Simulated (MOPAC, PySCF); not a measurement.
H4O4Si, SMILES `[Si](O)(O)(O)O`, neutral singlet in the gas phase. 

Cartesian coordinates (Å):
SMILES: O[Si](O)(O)O
```xyz
9

O     -1.0383     1.2250    -0.3098
Si     0.0000     0.0000     0.0000
O      1.4461     0.4518    -0.6160
O     -0.6614    -1.3445    -0.6554
O      0.2537    -0.3322     1.5811
H     -0.6942     2.1195    -0.2464
H      2.2247    -0.0077    -0.2919
H     -1.1245    -1.2441    -1.4908
H     -0.4060    -0.8676     2.0291
```
Charge 0, spin multiplicity 1.

All levels are single points at this geometry (B3LYP-D3(BJ)/def2-TZVP); Pople sets use spherical d functions. Orbital energies aren't observables, and empty levels follow the basis.

B3LYP/LANL2DZ in PySCF gives dipole (D) = 0.00.

Task: Estimate the dipole (D) from each of these levels: B3LYP-D3(BJ)/def2-TZVP in PySCF; B3LYP/3-21G in PySCF; B3LYP/6-311+G** in PySCF; HF/6-31G* in PySCF; PM6 in MOPAC.

Result: 
| level | dipole (D) |
|---|---|
| B3LYP-D3(BJ)/def2-TZVP in PySCF | 0.00 |
| B3LYP/3-21G in PySCF | 0.00 |
| B3LYP/6-311+G** in PySCF | 0.00 |
| HF/6-31G* in PySCF | 0.00 |
| PM6 in MOPAC | 0.00 |
